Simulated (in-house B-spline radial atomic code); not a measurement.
# RPA and G0W0 on PBE0: Ag⁺

Configuration [Kr] 4d10, mean-field start PBE0. Computed with a B-spline radial code for spherical atoms: all electrons, non-relativistic, point nucleus, each spin shell either full or empty, empty states to l = 9 with an (l + 1/2)⁻⁴ tail; G0W0 by contour deformation at full frequency.

Without relativity these are model numbers: it shifts the levels of so heavy an element strongly and can reorder them.

Command:
```bash
python run_gw.py task.json out
```
Settings (radii: box in bohr, nucleus in fm):
```
Z                        47
electrons                46
configuration            [Kr] 4d10
hamiltonian              nr
method                   pbe0
lmax                     9
spin_polarised           False
box_radius               23.78
intervals                55
```

Run time, properties included: 1.5 s on 1 thread of Intel(R) Xeon(R) 6975P-C, on a shared host.

Energies (hartree):

```tsv
term	value
mean-field total	-5199.46215
Hartree-Fock functional on these orbitals	-5197.46449
direct second order	-3.9577
second-order exchange	1.093
SOSEX correction	1.013
```

Question: What is the RPA correlation energy, and what remains with SOSEX?

Answer: RPA gives -3.4551 hartree (-2.04 eV per electron); RPA + SOSEX gives -2.4421, and the second-order doubles -2.8648 hartree (no singles). SOSEX takes back 29 % of the RPA value.

Quasi-particle levels (eV):

```csv
level,occupied,mean field,Σx - vxc,Σc,QP weight,G0W0
4d,yes,-17.742,-5.02,?,?,?
5s,no,-9.322,3.77,-1.59,0.962,-7.150
```

G0W0 = mean field + (Σx - vxc) + Σc, with Σc (partial-wave tail included) taken at the quasi-particle energy. Only the outer levels were computed. Levels of low weight are left out.

Question: Where does G0W0 put 4d?

Answer: At -22.120 eV, with Σc = 0.65 eV and a quasi-particle weight of 0.891. The tabulated removal energy is 21.484 eV (NIST, measured); the calculation leaves out relativity, Breit and QED terms, and what these don't explain is the method's own error.
